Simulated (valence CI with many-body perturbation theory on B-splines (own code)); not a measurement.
**E1 transitions of Br²⁹⁺**

Level of theory: valence CI with perturbative core correlation (CI+MBPT): four valence electrons over a frozen Dirac-Fock core [He], a basis of 11 s, 11 p, 10 d, 8 f, 5 g, 2 h functions for each j, with the one-electron correlation potential Σ1, the two-electron term Σ2, the three-electron term Σ3, Breit, model QED; selected CI, second order for the rest, scaled by the run's own slope (own B-spline code, finite nucleus).

The last digits are not significant, and no measured levels were compared; by estimate large intervals hold to a few tenths of a per cent, small ones and those within an open d or f shell to about a per cent. Among the levels kept, up to 1100 cm⁻¹ of a level comes from second order outside the variational space, and about a tenth of that is noise between levels of different J, which matters for small intervals.

Lines 201 to 250 of 548 in falling wavelength, among levels below 2282.4 eV, chosen from the strongest by gf and those to the six lowest levels. Wavelengths and rates use the calculated energies. Electric multipoles are in the length gauge with retardation, E1 and E2 with the static RPA response of the core. Weak lines are less certain than strong ones. Lines between different terms over intervals too small for the method are left out, as are lines whose strength nearly cancels. Where a level lies close to another of its J and parity, the split of strength between their lines is uncertain. The highest levels of a list are the least certain.

Levels are named by their leading jj configuration (3d3/2^4 stands for four electrons in 3d with j = 3/2), which in mixed levels can hold well under half, so a name can repeat and another be missing. Letters in brackets count levels of one name in rising energy.

| λ vac (nm) | Upper | Lower | A (s⁻¹) | log gf | Branch % |
| --- | --- | --- | --- | --- | --- |
| 6.826 | (2s 2p3/2^2 3p3/2) J=2 [c] | (2s^2 2p3/2 3p3/2) J=2 | 5.70e+10 | -0.70 | 4.9 |
| 6.822 | (2s 2p1/2 2p3/2^2) J=0 | (2s^2 2p1/2 2p3/2) J=1 | 5.90e+10 | -1.39 | 100.0 |
| 6.821 | (2p1/2^2 2p3/2 3p3/2) J=1 | (2s^2 2p3/2 3d3/2) J=2 | 4.23e+10 | -1.05 | 0.1 |
| 6.803 | (2p1/2^2 2p3/2 3p3/2) J=3 | (2s 2p1/2^2 3p3/2) J=2 | 2.52e+10 | -0.91 | 0.2 |
| 6.787 | (2s 2p3/2^2 3s) J=1 [a] | (2s^2 2p3/2 3s) J=2 | 6.77e+10 | -0.85 | 0.3 |
| 6.771 | (2s 2p3/2^2 3d3/2) J=1 [b] | (2s^2 2p3/2 3d3/2) J=2 | 4.43e+10 | -1.04 | 0.1 |
| 6.771 | (2s 2p3/2^3) J=1 | (2s^2 2p3/2^2) J=0 | 3.78e+10 | -1.11 | 18.8 |
| 6.768 | (2s 2p3/2^2 3d5/2) J=4 [b] | (2s^2 2p3/2 3d5/2) J=4 | 7.38e+10 | -0.34 | 1.6 |
| 6.767 | (2s 2p3/2^2 3p1/2) J=1 [b] | (2s^2 2p3/2 3p1/2) J=2 | 6.58e+10 | -0.87 | 0.5 |
| 6.754 | (2s 2p3/2^2 3p3/2) J=3 [b] | (2s^2 2p3/2 3p3/2) J=3 | 8.68e+10 | -0.38 | 0.9 |
| 6.754 | (2s 2p3/2^2 3d5/2) J=3 [b] | (2s^2 2p3/2 3d5/2) J=4 | 2.30e+10 | -0.96 | 0.1 |
| 6.742 | (2s 2p3/2^2 3s) J=1 [b] | (2s^2 2p3/2 3s) J=1 | 1.16e+11 | -0.63 | 0.6 |
| 6.732 | (2s 2p3/2^2 3p1/2) J=1 [a] | (2s^2 2p3/2 3p1/2) J=1 | 7.90e+10 | -0.79 | 0.6 |
| 6.719 | (2s 2p3/2^2 3d5/2) J=3 [c] | (2s^2 2p3/2 3d3/2) J=3 | 2.05e+10 | -1.01 | 0.2 |
| 6.719 | (2s 2p3/2^2 3d3/2) J=2 [c] | (2s^2 2p3/2 3d3/2) J=3 | 7.33e+10 | -0.61 | 0.1 |
| 6.717 | (2s 2p1/2 2p3/2^2) J=2 [b] | (2s^2 2p1/2 2p3/2) J=2 | 8.40e+10 | -0.55 | 97.9 |
| 6.714 | (2s 2p3/2^2 3p1/2) J=2 [b] | (2s^2 2p3/2 3p1/2) J=2 | 9.02e+10 | -0.52 | 1.4 |
| 6.709 | (2p1/2^2 2p3/2 3d3/2) J=3 | (2s 2p1/2^2 3d3/2) J=2 | 1.95e+10 | -1.04 | 1.8 |
| 6.694 | (2p1/2 2p3/2^2 3s) J=2 [b] | (2s 2p1/2 2p3/2 3s) J=2 [b] | 2.45e+10 | -1.08 | 0.2 |
| 6.670 | (2s 2p3/2^2 3d3/2) J=2 [b] | (2s^2 2p3/2 3d3/2) J=2 | 2.50e+10 | -1.08 | 0.0 |
| 6.657 | (2s 2p3/2^2 3s) J=2 [b] | (2s^2 2p3/2 3s) J=2 | 9.74e+10 | -0.49 | 1.0 |
| 6.639 | (2s 2p3/2^2 3d5/2) J=1 [b] | (2s^2 2p3/2 3d5/2) J=2 | 7.47e+10 | -0.83 | 0.1 |
| 6.637 | (2s 2p3/2^2 3p3/2) J=2 [b] | (2s^2 2p3/2 3p3/2) J=3 | 8.71e+10 | -0.54 | 2.2 |
| 6.636 | (2s 2p1/2 2p3/2^2) J=1 [a] | (2s^2 2p1/2 2p3/2) J=1 | 7.31e+10 | -0.84 | 90.4 |
| 6.632 | (2p1/2^2 2p3/2 3p1/2) J=2 | (2s 2p1/2^2 3p1/2) J=1 | 2.99e+10 | -1.01 | 0.2 |
| 6.616 | (2s 2p3/2^2 3d5/2) J=3 [c] | (2s^2 2p3/2 3d5/2) J=4 | 6.75e+10 | -0.51 | 0.6 |
| 6.600 | (2p1/2^2 2p3/2 3s) J=2 | (2s 2p1/2^2 3s) J=1 | 2.95e+10 | -1.02 | 1.1 |
| 6.593 | (2s 2p3/2^2 3d5/2) J=2 [c] | (2s^2 2p3/2 3d5/2) J=3 | 1.00e+11 | -0.49 | 0.1 |
| 6.484 | (2p1/2 2p3/2^2 3p3/2) J=4 | (2s 2p1/2 2p3/2 3p3/2) J=4 | 1.91e+10 | -0.97 | 0.2 |
| 6.478 | (2s 2p3/2^2 3p3/2) J=1 [c] | (2s^2 2p3/2 3p3/2) J=2 | 6.93e+10 | -0.88 | 1.0 |
| 6.370 | (2p1/2 2p3/2^2 3s) J=3 | (2s 2p1/2 2p3/2 3s) J=3 | 1.99e+10 | -1.07 | 0.3 |
| 6.315 | (2s 2p1/2 2p3/2^2) J=1 [b] | (2s^2 2p1/2 2p3/2) J=2 | 1.28e+11 | -0.64 | 72.9 |
| 6.235 | (2p3/2^3 3s) J=2 | (2s 2p3/2^2 3s) J=3 | 2.88e+10 | -1.08 | 0.2 |
| 6.016 | (2s 2p1/2 2p3/2^2) J=1 [b] | (2s^2 2p1/2 2p3/2) J=1 | 3.08e+10 | -1.30 | 17.5 |
| 6.014 | (2s 2p3/2^3) J=1 | (2s^2 2p3/2^2) J=2 | 1.48e+11 | -0.62 | 73.8 |
| 5.619 | (2p1/2^2 2p3/2^2) J=2 | (2s 2p1/2^2 2p3/2) J=2 | 2.10e+10 | -1.30 | 16.4 |
| 5.499 | (2s 2p3/2^3) J=2 | (2s^2 2p1/2 2p3/2) J=2 | 1.35e+10 | -1.51 | 14.4 |
| 4.982 | (2s 2p1/2 2p3/2^2) J=1 [b] | (2s^2 2p1/2^2) J=0 | 1.15e+10 | -1.89 | 6.5 |
| 4.663 | (2s 2p3/2^3) J=1 | (2s^2 2p1/2 2p3/2) J=1 | 1.33e+10 | -1.89 | 6.6 |
| 0.6861 | (2p1/2 2p3/2^2 3s) J=2 [b] | (2p1/2 2p3/2^3) J=2 | 8.02e+12 | -0.55 | 71.9 |
| 0.6854 | (2p1/2 2p3/2^2 3s) J=1 [a] | (2p1/2 2p3/2^3) J=1 | 6.20e+12 | -0.88 | 60.1 |
| 0.6837 | (2s 2p3/2^2 3s) J=2 [a] | (2s 2p3/2^3) J=2 | 4.86e+12 | -0.77 | 36.3 |
| 0.6820 | (2p1/2^2 2p3/2 3s) J=1 | (2p1/2^2 2p3/2^2) J=2 | 4.93e+12 | -0.99 | 40.0 |
| 0.6810 | (2s^2 2p3/2 3s) J=1 | (2s^2 2p3/2^2) J=0 | 2.95e+12 | -1.21 | 24.2 |
| 0.6807 | (2s 2p3/2^2 3s) J=1 [b] | (2s 2p3/2^3) J=1 | 6.65e+12 | -0.86 | 37.2 |
| 0.6794 | (2s 2p1/2 2p3/2 3s) J=2 [c] | (2s 2p1/2 2p3/2^2) J=2 [b] | 3.24e+12 | -0.95 | 30.2 |
| 0.6777 | (2s 2p1/2 2p3/2 3s) J=1 [b] | (2s 2p1/2 2p3/2^2) J=1 [a] | 4.83e+12 | -1.00 | 44.8 |
| 0.6770 | (2s 2p1/2 2p3/2 3s) J=1 [a] | (2s 2p1/2 2p3/2^2) J=2 [a] | 7.34e+12 | -0.82 | 70.3 |
| 0.6767 | (2s 2p1/2 2p3/2 3s) J=2 [b] | (2s 2p1/2 2p3/2^2) J=3 | 5.66e+12 | -0.71 | 54.0 |
| 0.6746 | (2s^2 2p1/2 3s) J=1 | (2s^2 2p1/2 2p3/2) J=2 | 5.53e+12 | -0.95 | 57.6 |
